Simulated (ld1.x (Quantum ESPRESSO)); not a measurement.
How hard is this Cu RRKJ potential?

* Element: Cu (Z = 29)
* Generator: ld1.x (Quantum ESPRESSO) 7.5
* Type: norm-conserving RRKJ (Kleinman–Bylander form)
* Functional: PBE
* Relativity: scalar-relativistic
* Frozen core: [Ne]
* Valence charge: 19
* Reference configuration: 3s2 3p6 3d10 4s1 4p0
* Partial waves: 3s (bound): rc 1.00 bohr; 3p (bound): rc 1.00 bohr; 3d (bound): rc 1.20 bohr
* Local potential: the d channel
* Core correction: none

Occupied shells without a wave of their own: 4s. They enter only through the test configuration that unscreens the potential.

The pseudo-atom Hamiltonian at the reference potential is diagonalised in spherical Bessel functions j_l(qr) that vanish at 20 bohr, with q² up to the cutoff. All-electron valence levels (Ry): 3s -8.4305, 4s -0.3388, 3p -5.3024, 4p -0.0512, 3d -0.3703.

Question: How do the lowest levels (Ry) of each channel move with the cutoff, and are there ghosts?

Answer:

```tsv
cutoff (Ry)	s #1	s #2	p #1	p #2	d #1	d #2	f #1	Σ f·Δε (mRy)
8	-6.7341	-0.2283	-1.0697	0.0059	0.0630	0.1518	0.1122	33235.2
25	-8.2275	-0.3344	-3.9034	-0.0310	0.0629	0.1509	0.1122	13139.0
50	-8.3017	-0.3376	-5.1719	-0.0461	0.0625	0.1479	0.1122	5372.1
100	-8.4274	-0.3396	-5.3021	-0.0484	-0.2301	0.0645	0.1122	1412.4
180	-8.4305	-0.3411	-5.3024	-0.0484	-0.3699	0.0641	0.1122	4.1
400	-8.4306	-0.3411	-5.3025	-0.0484	-0.3703	0.0641	0.1122	0.0
```

Result: no extra level below or beside the all-electron valence levels (s, p, d, f tested); 10 mRy is reached at 180 Ry and 1 mRy at 300 Ry.

Its largest configuration-test error is -308 meV.
